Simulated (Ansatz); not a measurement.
The molecule ZnTe, closed-shell singlet (lowest of 2S+1 = 1, 3 at CCSD(T)/def2-TZVPP on PBE0 minima; our sources give no spin for the ground state, which may be another). No spin–orbit coupling. Zn is treated without relativity.

Seven points along R, fitted to fifth degree in 1/R; most abundant isotopes. Runs in def2 and cc sets follow the lowest solution found near the PBE0 minimum. The singlet is held restricted. HF and MP2 rows in def2 and cc sets belong to the determinant that coupled cluster picked by its CCSD energy.

Run with Ansatz (Gaussian basis) for Hartree–Fock, density functionals and correlated methods. Each number belongs to the level named beside it. In def2 rows elements past Kr take small-core potentials, without spin–orbit coupling.

Energies at HF/def2-QZVPP:

```json
[
 {"R (Å)": "2.202882", "E (hartree)": "-2044.83151965"},
 {"R (Å)": "2.262099", "E (hartree)": "-2044.83728056"},
 {"R (Å)": "2.316579", "E (hartree)": "-2044.84047685"},
 {"R (Å)": "2.378165", "E (hartree)": "-2044.84218152"},
 {"R (Å)": "2.439751", "E (hartree)": "-2044.84232427"},
 {"R (Å)": "2.510811", "E (hartree)": "-2044.84106326"},
 {"R (Å)": "2.593716", "E (hartree)": "-2044.83827361"}
]
```

### Question
With a reduced mass of 42.8446 u, find the minimum, the force constant and the constants.

### Answer
A fifth-degree polynomial in 1/R puts the minimum at r_e = 2.4148 Å with force constant 150 N/m. Then ω_e = (1/2πc)√(k/μ) = 244 cm⁻¹ and B_e = h/(8π²cμr_e²) = 0.06747 cm⁻¹; the cubic and quartic terms give α_e = 0.00032 and ω_e x_e = 1.1 cm⁻¹.

Doubts at one or more of the structures used: a restricted determinant that unrestricted orbitals would lower (HF/def2-QZVPP).

Ansatz is a quantum-chemistry and plane-wave program.
